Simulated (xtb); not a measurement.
ClFH3NSi, SMILES N[SiH](Cl)F. All values are semi-empirical tight-binding results from xtb (GFN2-xTB unless named), good for trends rather than for accurate numbers. The structure is a stationary point at GFN2-xTB. One conformer was computed; it need not be the lowest.

Optimised geometry:

Bonds (Å): Si1–N2 1.708, Si1–F3 1.607, Si1–Cl4 1.997, Si1–H5 1.450, N2–H6 1.006, N2–H7 1.005. Bond angles (°): N2–Si1–F3 103.9, N2–Si1–Cl4 108.0, N2–Si1–H5 119.6, F3–Si1–Cl4 110.0, F3–Si1–H5 103.8, Cl4–Si1–H5 110.9, Si1–N2–H6 120.1, Si1–N2–H7 121.4, H6–N2–H7 111.4.
Charge 0, spin multiplicity 1.

Computed properties:
The orbital gap is 6.67 eV and the dipole moment is 3.27 D. The zero-point energy comes out as 23.7 kcal/mol and the G − E(el) at 298.15 K (modified RRHO) is 5.2 kcal/mol. The static polarisability (D4 model) is 57.8 bohr³ and the solvation energy, GFN2-xTB/ALPB(water) is -3.9 kcal/mol. The solvation energy, GFN2-xTB/ALPB(acetone) comes out as -4.8 kcal/mol.

Computed atomic charges and the Wiberg bond orders between heavy atoms:
charges (e) Si1 0.57, N2 -0.37, F3 -0.27, Cl4 -0.23, H5 -0.04, H6 0.17, H7 0.17. Bond orders Si1–N2 1.21, Si1–F3 1.07, Si1–Cl4 1.09.
